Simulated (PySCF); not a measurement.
GaH, SMILES [GaH] (connectivity only; charge and spin as stated), neutral, multiplicity 1.

Geometry optimised at B3LYP-D3(BJ)/def2-TZVPD.

The numbers are results of B3LYP-D3(BJ)/def2-TZVPD (PySCF 2.14.0), not measurements.

Frequencies are harmonic and unscaled.

Computed normal modes with their intensities:
```
mode  ν (cm⁻¹)  IR (km/mol)  Raman (Å⁴/amu)  depolarisation  moving atoms (share of kinetic energy)
----  --------  -----------  --------------  --------------  --------------------------------------
1         1563        846.4           256.7            0.47                                  H 99 %
```
